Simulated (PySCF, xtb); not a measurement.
hexafluoroantimonate (F6Sb), SMILES [F][Sb-]([F])([F])([F])([F])[F], charge -1.

Harmonic wavenumbers (cm⁻¹) from GFN2-xTB (xtb 6.7.1) at its own minimum, in rising order: 103, 103, 103, 171, 171, 171, 194, 194, 194, 349, 403, 403, 407, 407, 407.

**Question.** What does B3LYP-D3(BJ)/def2-SVPD in PySCF give at its own minimum? (An estimate is asked for; the answer gives what the named calculation found.)

**Answer.** 155, 155, 155, 251, 251, 251, 272, 272, 272, 544, 544, 584, 623, 623, 623. Paired by order, the mean absolute difference is 119 cm⁻¹ and the zero-point energies are 5.4 and 8.0 kcal/mol.
